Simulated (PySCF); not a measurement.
C3H2, SMILES [C][C][CH2] (connectivity only; charge and spin as stated), neutral, multiplicity 1. Atoms are numbered in the order given.

```xyz
5

C      0.0000     0.0000     1.1281
C      0.0000     0.0000    -0.2019
H      0.0000    -0.9328     1.7044
H      0.0000     0.9328     1.7044
C      0.0000     0.0000    -1.4943
```
Charge 0, spin multiplicity 1.

The structure is a stationary point at PBE-D3(BJ)/def2-TZVP.

Level of theory: PySCF with PBE-D3(BJ)/def2-TZVP.

Frequencies are harmonic and unscaled.

```csv
mode,ν (cm⁻¹),IR (km/mol),moving atoms (share of kinetic energy)
1,194,4.2,"C 91 %, H 9 %"
2,285,1.7,"C 80 %, H 20 %"
3,1002,19.7,"H 72 %, C 28 %"
4,1015,2.1,"H 68 %, C 32 %"
5,1115,0.8,"C 80 %, H 20 %"
6,1435,7.7,"H 79 %, C 21 %"
7,1987,257.9,C 99 %
8,3021,9.8,H 95 %
9,3097,0.3,"H 89 %, C 11 %"
```
